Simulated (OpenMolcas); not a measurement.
**3d2 ions of rising charge with 4 chloride ligands in tetrahedral coordination**

```json
{
 "Program": "OpenMolcas",
 "Method": "SS-CASPT2, IPEA 0.25 Eh, imaginary shift 0.1 Eh",
 "Spin-orbit coupling": "state interaction with AMFI integrals over the reference wave functions"
}
```

The d shell is active; CASPT2 correlates the ligand valence shells and the outer metal core. Anionic complexes are neutralised by point charges behind the ligands. Distances were set from a Shannon-type radius of the metal (high-spin where two are listed) plus a fixed donor radius (Cl 1.76 Å). Ligand basis ANO-RCC-VDZP, DKH2 Hamiltonian. States (labels of Td). Energies in cm-1 above the lowest state or level, χT in cm3 K/mol. Spin-only χT is S(S+1) / 2 for the spin of the ground state.

```tsv
Ion	Shell	R (Å)	Metal basis	Outer charge (e at Å behind ligand)	Ground state	First state of that spin	First gap with spin-orbit (degeneracies)	χT at 300 K	First state of another spin	Spin-only χT
Ti2+	3d2	2.49	ANO-RCC-VDZP	0.5 at 2.6	3A2	3T2 2270	2240 (3, 1)	1.051	1E 8130	1.000
V3+	3d2	2.27	ANO-RCC-VDZP	0.25 at 2.6	3A2	3T2 4980	4940 (3, 1)	0.971	1E 9260	1.000
Cr4+	3d2	2.17	ANO-RCC-VDZP		3A2	3T2 9200	7370 (3, 2)	0.964	1E 7400	1.000
```

The rows also differ in their outer charges, so part of each step comes from that.

χT departs most from the spin-only value for Ti2+, by +0.051 cm3 K/mol.

Roots that are degenerate in the reference are averaged as groups; the widest CASPT2 spread within a group is 1800 cm-1 (the 3-fold group of multiplicity 1 near 19500 cm-1 above the lowest state of its run, Cr4+). Shifts and gaps below about the spread of the groups concerned are not significant. Over all roots computed the reference weight is 0.73 to 0.75 in Ti2+, 0.72 to 0.74 in V3+, 0.64 to 0.67 in Cr4+; a low but even weight reflects the number of correlated electrons. Ligand-to-metal charge-transfer states are missing. With no ligand orbital active B as a rule stays too high, so bands that hang on it stand too high and its fall with covalency is understated. These CASPT2 states fit no ligand-field parameters well, so their order and spin gaps are uncertain (holds for Ti2+; V3+). With one d shell and no ligand orbital active, 10Dq can be off by tens of per cent for divalent 3d ions, low with halides held by bare charges and at times high in hosts (holds for Ti2+). Free-ion shares, where given, are those of the reference states; single-state CASPT2 does not remix them (holds for Ti2+). With one d shell and no ligand orbital active, 10Dq can be off by a tenth or more (holds for V3+; Cr4+). The least metal-like active orbital is 76 % on the metal (Löwdin) and no ligand orbital is active, so the numbers are rough (holds for Cr4+). No measured value stands beside these numbers; the geometry was imposed, not optimised, and the real ion may take another.
